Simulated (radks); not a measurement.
Results of a calculation; reference values are marked as such.
Initial-state core-level shifts of the technetium ion Tc3+ when its valence configuration changes from [Kr] 4d4. Code: a radial shooting solver on a logarithmic mesh with Libxc functionals. Model: non-relativistic Kohn-Sham, BLYP, spin-unpolarised, spherical densities, point nucleus; relativity is left out, which matters for an element this heavy. Shifts are changes of the shell-averaged eigenvalues in eV (positive: less bound); the change of the density at the nucleus, which sets a Mossbauer isomer shift, is in e/bohr^3, on a base of 5.553e+04.

| valence | 1s | 2s | 3d | 4p | density at nucleus |
|---|---|---|---|---|---|
| 4d2 5p2 | -13.223 | -14.001 | -13.578 | -11.037 | +5.235 |
| 4d3.5 5s0.5 | -2.679 | -2.852 | -2.763 | -2.245 | +7.688 |
| 4d3 5p1 | -6.453 | -6.814 | -6.633 | -5.489 | +2.407 |
| 4d2.5 5s1.5 | -8.333 | -8.886 | -8.575 | -6.854 | +24.982 |
| 4d2 5s0.5 5p1.5 | -12.748 | -13.521 | -13.092 | -10.584 | +12.739 |
| 4d2 5s1 5p1 | -12.268 | -13.037 | -12.603 | -10.127 | +20.140 |
| 4d3 5s1 | -5.459 | -5.817 | -5.624 | -4.533 | +16.009 |
| 4d3.5 5p0.5 | -3.182 | -3.355 | -3.272 | -2.732 | +1.150 |
| 4d1 5p3 | -20.270 | -21.523 | -20.791 | -16.594 | +8.476 |
